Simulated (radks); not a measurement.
Problem. All-electron atom: the lanthanum ion La3+ in [Xe]. All-electron calculation, Dirac Kohn-Sham, PBE, spin-unpolarised, spherical densities, point nucleus. Program: a radial shooting solver on a logarithmic mesh with Libxc functionals.

Spin-orbit splittings of the eigenvalues, e(l+1/2) - e(l-1/2), with zeta = 2 splitting/(2l+1) and mean radii in bohr:

shell  occ.  splitting (eV)  zeta (eV)  <r> j=l-1/2  <r> j=l+1/2
2p        6           413.1      275.4      0.08991      0.09601
3p        6           80.52      53.68       0.2747       0.2867
3d       10           17.23      6.891       0.2577       0.2615
4p        6           17.14      11.42       0.6745       0.7014
4d       10               ?          ?       0.7616       0.7712
4f        0          0.2885    0.08242        1.112        1.121
5p        6           2.645      1.763        1.709        1.778
5d        0          0.2955     0.1182        2.370        2.397

Estimate the 4d splitting.

Solution. 2.977 eV (zeta = 1.191 eV).
